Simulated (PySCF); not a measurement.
**A small calculation by hand: dipole moment from atomic charges**

SZn, SMILES [Zn]=[S]. Atoms are numbered in the order given.

```xyz
2

Zn     0.0000     0.0000    -0.7152
S      0.0000     0.0000     1.3410
```

Geometry optimised at PBE0-D3(BJ)/def2-TZVP.

Charges (e) from PBE/def2-TZVPD in PySCF:

```
atom     IAO  ESP fit
----  ------  -------
Zn1    1.036    0.578
S2    -1.036   -0.578
```

The dipole moment of the full density is 4.99 D.

### Question
What dipole moment does each set of point charges give, and which comes closer to that of the density?

### Answer

μ = Σ q r, and 1 e Å = 4.8032 D.
IAO: Σ q r = (0.000, 0.000, -2.130) e Å, |μ| = 10.23 D.
ESP fit: Σ q r = (0.000, 0.000, -1.188) e Å, |μ| = 5.71 D.
ESP fit comes closer in size. Point charges leave out the atoms' own dipoles (lone pairs, polarised bonds); fits to the potential absorb them, partitions of the density don't.
